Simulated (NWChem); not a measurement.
OPb in NWChem

```xyz
2

Pb     0.0000     0.0000     0.1746
O      0.0000     0.0000    -1.7900
```
Charge 0, spin multiplicity 1.

The numbers come from NWChem runs, not from measurements. All single points use one geometry, from PBE/def2-SVP with def2 effective core potentials on Pb, a minimum by its harmonic frequencies.

Symmetry labels belong to the abelian group C2v used in the runs, with the axes of the coordinates shown; states degenerate in a higher group split over its labels.

Effective core potentials replace the inner electrons of Pb; spin-orbit coupling is left out. B3LYP has NWChem's definition, with VWN1-RPA local correlation. The structure started from a generated list of species.

Question: List the lowest 6 singlet excitations that TD-B3LYP/def2-SVPD with def2 effective core potentials on Pb, VWN1-RPA local correlation gives, with oscillator strengths.

Answer: 
| state | symmetry | energy (eV) | wavelength (nm) | f |
|---|---|---|---|---|
| 1 | a2 | 3.01 | 412 | 0.000 |
| 2 | a1 | 3.32 | 373 | 0.000 |
| 3 | a2 | 3.32 | 373 | 0.000 |
| 4 | b1 | 3.42 | 363 | 0.016 |
| 5 | b2 | 3.42 | 363 | 0.016 |
| 6 | a1 | 4.77 | 260 | 0.014 |
